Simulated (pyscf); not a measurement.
**HO–SiH•–O–SiH₂–F, doublet**

Gas-phase minimum from PySCF at ωB97X-D3(BJ)/def2-SVP, one conformer. Other isomers of HO–SiH•–O–SiH₂–F were not searched in full and may lie lower. 

```
O
Si 1 1.6445
F 2 1.6392 1 106.80
Si 1 1.6832 2 132.32 3 16.74
O 4 1.6652 1 108.61 2 20.24
H 5 0.9665 4 115.98 1 -49.88
H 2 1.4793 3 107.64 6 -144.65
H 2 1.4806 7 113.08 3 118.07
H 4 1.4964 5 106.66 6 -166.30
```
Charge 0, spin multiplicity 2.

Properties at ωB97X-D3(BJ)/def2-SVP:

Harmonic wavenumbers, unscaled: 38, 79, 128, 270, 365, 449, 640, 716, 730, 738, 766, 848, 874, 911, 982, 998, 1057, 2187, 2317, 2326, 3884 cm⁻¹
Zero-point energy: 30.5 kcal/mol
Rotational symmetry number: 1
Entropy of this conformer at 298 K and 1 atm, rigid rotor and harmonic oscillator, modes under 100 cm⁻¹ raised to 100: 351.8 J/(mol K)
Dipole moment: 1.28 D
Spin expectation value S2: 0.752

Single-point totals, which compare only within one level:

```json
[
 {"level": "ωB97X-D3(BJ)/def2-TZVP", "total energy (hartree)": "-832.04296"},
 {"level": "PBE/def2-TZVP", "total energy (hartree)": "-831.40987"},
 {"level": "r²SCAN/def2-TZVP", "total energy (hartree)": "-831.80838"},
 {"level": "B3LYP-D3(BJ)/def2-TZVP", "total energy (hartree)": "-832.02817"},
 {"level": "PBE0-D3(BJ)/def2-TZVP", "total energy (hartree)": "-831.47245"},
 {"level": "M06-2X/def2-TZVP", "total energy (hartree)": "-831.84552"},
 {"level": "ωB97M-D3(BJ)/def2-TZVP", "total energy (hartree)": "-832.10201"}
]
```

The lowest mode is so soft that the shape along it may change with the basis. Soft torsions are taken as harmonic, which can shift the entropy by several J/(mol K).
